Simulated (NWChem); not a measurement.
Program: NWChem. System: C3H3, charge 0, spin multiplicity 2, displaced from the optimised geometry. The structure started from a generated list of species. Its SCF solution wasn't tested for a lower state. Level: ULDA (SVWN5)/def2-SVP.

NWChem printed:

```
             Northwest Computational Chemistry Package (NWChem) 7.3.0
             --------------------------------------------------------

                                NWChem Input Module
                                -------------------

 Scaling coordinates for geometry "geometry" by  1.889725989
 (inverse scale =  0.529177249)

 Turning off AUTOSYM since
 SYMMETRY directive was detected!

                             Geometry "geometry" -> ""
                             -------------------------

 Output coordinates in angstroms (scale by  1.889725989 to convert to a.u.)

  No.       Tag          Charge          X              Y              Z
 ---- ---------------- ---------- -------------- -------------- --------------
    1 C                    6.0000     0.00000000     0.00000000    -1.38231200
    2 C                    6.0000     0.00000000     0.00000000    -0.11295500
    3 C                    6.0000     0.00000000     0.00000000     1.28720200
    4 H                    1.0000     0.00000000     0.00000000    -2.48473200
    5 H                    1.0000    -0.96296000     0.00000000     1.86656200
    6 H                    1.0000     0.96296000     0.00000000     1.86656200

 Effective nuclear repulsion energy (a.u.)      51.7320493977

            Nuclear Dipole moment (a.u.)
            ----------------------------
        X                 Y               Z
 ---------------- ---------------- ----------------
     0.0000000000     0.0000000000     0.0000037795

      Symmetry information
      --------------------

 Group name             C2v
 Group number             16
 Group order               4
 No. of unique centers     5

      Symmetry unique atoms

     1    2    3    4    5


 Summary of "ao basis" -> "" (spherical)
 ------------------------------------------------------------------------------
       Tag                 Description            Shells   Functions and Types
 ---------------- ------------------------------  ------  ---------------------
 *                          def2-svp                  on all atoms

                                 NWChem DFT Module
                                 -----------------

 Summary of "ao basis" -> "ao basis" (spherical)
 ------------------------------------------------------------------------------
       Tag                 Description            Shells   Functions and Types
 ---------------- ------------------------------  ------  ---------------------
[...]
     0   0 0 0     -0.000000    -11.000000    -10.000000     21.000000

     1   1 0 0      0.000000     -0.000000      0.000000      0.000000
     1   0 1 0     -0.000000     -0.000000     -0.000000      0.000000
     1   0 0 1      0.015996     -0.131759      0.147751      0.000004

     2   2 0 0    -13.646385    -10.423830     -9.845394      6.622838
     2   1 1 0     -0.000000     -0.000000     -0.000000      0.000000
     2   1 0 1      0.000000     -0.000000      0.000000      0.000000
     2   0 2 0    -15.010203     -8.605432     -6.404771      0.000000
     2   0 1 1      0.000000     -0.000000      0.000000      0.000000
     2   0 0 2     -9.162074    -70.228978    -62.579792    123.646696

            General Information
            -------------------
          SCF calculation type: DFT
          Wavefunction type:  spin polarized.
          No. of atoms     :     6
          No. of electrons :    21
           Alpha electrons :    11
            Beta electrons :    10
          Charge           :     0
          Spin multiplicity:     2
          Use of symmetry is: on ; symmetry adaption is: on
          Maximum number of iterations: 100
          AO basis - number of functions:    57
                     number of shells:    27
          Convergence on energy requested:  1.00D-06
          Convergence on density requested:  1.00D-05
          Convergence on gradient requested:  5.00D-04

              XC Information
              --------------
                        Slater Exchange Functional  1.000 local
                      VWN V Correlation Functional  1.000 local

             Grid Information
             ----------------
          Grid used for XC integration:  xcoarse
          Radial quadrature: Mura-Knowles
          Angular quadrature: Lebedev.
          Tag              B.-S. Rad. Rad. Pts. Rad. Cut. Ang. Pts.
          ---              ---------- --------- --------- ---------
          C                   0.70       21          10.0       194
          H                   0.35       21          11.0       194
          Grid pruning is: on
          Number of quadrature shells:   105
          Spatial weights used:  Erf1

          Convergence Information
          -----------------------
          Convergence aids based upon iterative change in
          total energy or number of iterations.
          Levelshifting, if invoked, occurs when the
          HOMO/LUMO gap drops below (HL_TOL):  1.00D-02
          DIIS, if invoked, will attempt to extrapolate
          using up to (NFOCK): 10 stored Fock matrices.

                    Damping( 0%)  Levelshifting(0.5)       DIIS
                  --------------- ------------------- ---------------
          dE  on:    start            ASAP                start
          dE off:    2 iters        100 iters           100 iters

      Screening Tolerance Information
      -------------------------------
          Density screening/tol_rho:  1.00D-10
          AO Gaussian exp screening on grid/accAOfunc:  14
          CD Gaussian exp screening on grid/accCDfunc:  20
          XC Gaussian exp screening on grid/accXCfunc:  20
          Schwarz screening/accCoul:  1.00D-08

                            NWChem DFT Gradient Module
                            --------------------------

  charge          =   0.00
  wavefunction    = open shell

  Using symmetry

                         DFT ENERGY GRADIENTS

    atom               coordinates                        gradient
                 x          y          z           x          y          z
   1 C       0.000000   0.000000  -2.612191    0.000000   0.000000  -0.034631
   2 C       0.000000   0.000000  -0.213454    0.000000   0.000000   0.007455
   3 C       0.000000   0.000000   2.432459    0.000000   0.000000   0.025349
   4 H       0.000000   0.000000  -4.695463    0.000000   0.000000  -0.013302
   5 H      -1.819731   0.000000   3.527291   -0.010805   0.000000   0.007565
   6 H       1.819731   0.000000   3.527291    0.010805   0.000000   0.007565

                 ----------------------------------------
                 |  Time  |  1-e(secs)   |  2-e(secs)   |
                 ----------------------------------------
                 |  CPU   |       0.00   |       0.15   |
                 ----------------------------------------
                 |  WALL  |       0.00   |       0.15   |
                 ----------------------------------------

 Task  times  cpu:        0.5s     wall:        0.5s

 Total times  cpu:        0.5s     wall:        0.5s
```

Write an NWChem input that would produce this output.

Several could match; the one computed here: 
```
start mol
memory heap 200 mb stack 900 mb global 1100 mb
geometry units angstroms nocenter noautoz
  C      0.000000     0.000000    -1.382312
  C      0.000000     0.000000    -0.112955
  C      0.000000     0.000000     1.287202
  H      0.000000     0.000000    -2.484732
  H     -0.962960     0.000000     1.866562
  H      0.962960     0.000000     1.866562
  symmetry group C2v
end
basis spherical
  * library def2-svp
end
dft
  xc slater vwn_5
  odft
  mult 2
  semidirect memsize 60000000 filesize 0
  iterations 100
  grid xcoarse
end
task dft gradient
```
